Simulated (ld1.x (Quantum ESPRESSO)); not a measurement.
Wu–Cohen TM dataset for ytterbium (Yb), scalar-relativistic all-electron reference.

ld1.x (Quantum ESPRESSO) 7.5 input, shortened:

```
&input
   title='Yb', zed=70., rel=1, dft='WC', iswitch=3,
   config='[Xe] 4f14 5d0 6s0 6p0'
 /
 &inputp
   pseudotype=2, tm=.true., lloc=1,
   nlcc=.true.
 /
4
5S  1  0   2.00   0.00  1.90  1.90  0.0
5D  3  2   0.00   0.00  2.80  2.80  0.0
4F  4  3  14.00   0.00  0.90  0.90  0.0
5P  2  1   6.00   0.00  2.45  2.45  0.0
 &test
   configts(1)='4f14 5s2 5p6 5d0 6s0 6p0'
 /
```

All-electron outer shells of the reference configuration (Wu–Cohen, scalar-relativistic, ld1.x):

```
shell  level (eV)  outermost node (bohr)  outermost maximum (bohr)
   4p     -352.68                   0.26                      0.48
   4d     -192.46                   0.24                      0.49
   5s      -69.78                   0.58                      1.07
   5p      -42.20                   0.62                      1.24
   4f      -17.66                      –                      0.49
   6s      -15.09                   1.45                      2.90
   5d      -13.32                   0.70                      1.85
   6p      -10.33                   1.75                      3.63
```

Task: Estimate the cutoffs (Ry, on a coarse ladder) from which the occupation-weighted sum of valence levels, in a spherical-Bessel basis at the reference potential, stays within 10 and 1 mRy of its value at 400 Ry.

Result: over 300 Ry and over 300 Ry.

Task: Does the potential have ghost states?

Result: No extra level below or beside the all-electron valence levels (s, d, f, p tested).

Task: Which valence shell sets the plane-wave cutoff?

Result: 4f: its level needs over 300 Ry to come within 1 mRy, against 45 Ry for 5s.

Its largest configuration-test error is +233 meV (4f14 5s2 5p5 5d0 6s2 6p0). 4 of 7 tests not solved or not reliable. Not counted: 4f14 5s2 5p6 5d0.5 6s1.5 6p0 (solver errors, printed error -6582 eV); 4f14 5s2 5p6 5d0 6s2 6p0 (solver errors, printed error -6579 eV); 4f13 5s2 5p6 5d1 6s2 6p0 (solver errors, printed error -6565 eV); 1 more.
